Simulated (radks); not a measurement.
Results of a calculation; reference values are marked as such.
Spin polarisation of the 4p3 shell in neutral arsenic. Start: [Ar] 3d10 4s2 4p(up 1.5, down 1.5); electrons of 4p are moved from spin down to spin up, other shells keep equal spins. Level of theory: scalar-relativistic Kohn-Sham, PBEsol, spin-polarised, spherical densities, finite nucleus; Fermi nuclear charge, rms radius of each element as measured or else 0.836 A^(1/3) + 0.57 fm (a radial shooting solver on a logarithmic mesh with Libxc functionals).

| moment (Bohr magnetons) | E - E(0) (eV) | e(4p up) (eV) | e(4p down) (eV) | 4s down minus up (eV) | 3d down minus up (eV) | 3p down minus up (eV) |
|---|---|---|---|---|---|---|
| 0 | 0.000 | -5.197 | -5.197 | 0.000 | 0.000 | 0.000 |
| 0.75 | -0.103 | -5.446 | -4.895 | 0.556 | 0.067 | 0.041 |
| 1.5 | -0.415 | -5.649 | -4.533 | 1.122 | 0.135 | 0.082 |
| 2.25 | -0.943 | -5.804 | -4.102 | 1.705 | 0.202 | 0.122 |
| 3 | -1.696 | -5.909 | -3.581 | 2.311 | 0.269 | 0.162 |

At moment 3 the spin-polarisation energy is -1.696 eV and the 4p exchange splitting 2.328 eV, that is 0.776 eV per Bohr magneton; E = -I m^2/4 would give I = 0.754 eV.
